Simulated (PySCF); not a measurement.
# Ni: ionisation energy

Ni [Ar] 3d8 4s2 (3F) → Ni⁺ [Ar] 3d9 (2D), as a difference of total energies. All numbers are calculated (PySCF 2.14, the non-relativistic Hamiltonian (point nucleus), in aug-cc-pwCVQZ). Correlated levels: valence: [Ar] frozen; valence and next inner shell: [Ne] frozen; nothing frozen. The calculations carry no spin-orbit coupling.

| method | ionisation energy (eV) |
| --- | --- |
| UHF | 7.721 |
| B2PLYP | 7.164 |
| BLYP | 7.303 |
| MP2 (valence) | 6.394 |
| SCS-MP2 (valence) | 6.591 |
| MP2 (valence and next inner shell) | 5.885 |
| SCS-MP2 (valence and next inner shell) | 6.201 |
| MP2 (all electrons) | 5.860 |
| SCS-MP2 (all electrons) | 6.188 |

How much does correlation contribute at MP2 (all electrons)?

5.860 − (7.721) = -1.861 eV, measured against UHF.

These non-relativistic numbers lack the scalar-relativistic shift.

The reference lies between the lowest fine-structure levels, while these numbers refer to the centres of the terms.

MP2 underrates the near-degeneracy of ns² with np² in the lower species.

For comparison: 7.640 eV (measured; NIST Atomic Spectra Database, ionization energies).
